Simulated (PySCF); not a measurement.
From computed data to an observable: oscillator strength and radiative lifetime

BeClHO, SMILES [Cl][Be][OH].

Geometry optimised at PBE0-D3(BJ)/def2-TZVP. One conformer was computed; it need not be the lowest.

TDA-LC-ωPBE/def2-TZVPD (PySCF) puts the first singlet state with f over 0.02 at 8.58 eV (vertical), with the transition dipole (0.000, 0.000, 0.850) in atomic units.

### Question
Find the oscillator strength, the wavelength and the radiative lifetime that this transition would have in vacuum if emission retraced absorption.

### Answer

|μ|² = 0.7225 au, so |μ| = 2.16 D. ΔE = 8.58/27.211 = 0.3153 hartree. f = (2/3) ΔE |μ|² = 0.152 (the program prints 0.152).
λ = 1239.84/8.58 = 145 nm; ν = 69202 cm⁻¹.
Einstein's coefficient A = 0.6670 ν² f s⁻¹ (ν in cm⁻¹) = 4.9e8 s⁻¹, so τ = 1/A = 2.1 ns. This state is S3; the lower singlets have f = 0.002, 0.018. The figure is the radiative limit of this one transition; relaxation, internal conversion, crossing to triplets and a medium change what is measured.
